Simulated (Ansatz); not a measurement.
A search over several starts for the lowest SCF solution of Na₃Cl₃⁻ at the given spin, in a small basis.

```yaml
crystal:
  periodic: [false, false, false]
  atoms:
    - {symbol: Na, position_ang: [0.373938, -1.076702, -0.900730]}
    - {symbol: Na, position_ang: [-0.241536, 3.114876, 1.884384]}
    - {symbol: Na, position_ang: [-0.579718, -5.188634, -2.298528]}
    - {symbol: Cl, position_ang: [0.895979, -3.023985, -2.396365]}
    - {symbol: Cl, position_ang: [-0.495108, 5.177725, 3.213537]}
    - {symbol: Cl, position_ang: [0.046455, 0.996720, 0.497711]}
basis:
  gaussian: {orbitals: def2-SVP, initial_orbitals: start.molden}
total_charge: -1
magnetization: {spin_polarized: true, initial_magnetization: 1}
hamiltonian: {xc: pbe0, dispersion: d4}
output: {orbitals: {seedname: orbitals}}
```

The file start.molden holds the orbitals of an earlier run on this structure, at another level or in another basis.

```sh
$ ansatz run in.yaml --threads 4 --pin off --events-out ev --progress --plain --max-ram 4787MiB
```

It prints (some lines left out):

```
Functional definition: PBE0
881 factors; integrals over basis functions are off by at most 3.1e-4 eV
mean field evaluation 1: about -50778.7853 eV, gradient 1.5e2 eV
mean field evaluation 2: about -50786.0520 eV, gradient 1.0e1 eV
mean field evaluation 4: about -50788.9208 eV, gradient 7.9e-1 eV
mean field evaluation 8: about -50789.0128 eV, gradient 8.3e-3 eV
mean field evaluation 16: about -50788.9279 eV, gradient 4.4e-1 eV
mean field -50789.01283493 eV, -1866.4617956542 hartree, gradient 3.5e-5 eV, S^2 0.750102; 1 other end points of the search recorded, 0 dependent functions left out
reference -50789.01288876 eV, -1866.4617976326 hartree; 43, 42 occupied and 56, 57 virtual orbitals, 881 factors
Total energy: -50789.10508021 eV, -1866.4651856058 hartree
```

Run time 4.3 s (4 threads of Intel Xeon Platinum 8488C on a shared host).

Another isomer (doublet) lies 0.28 eV lower at PBE0-D4/def2-TZVPD; other spin states weren't run for this one.
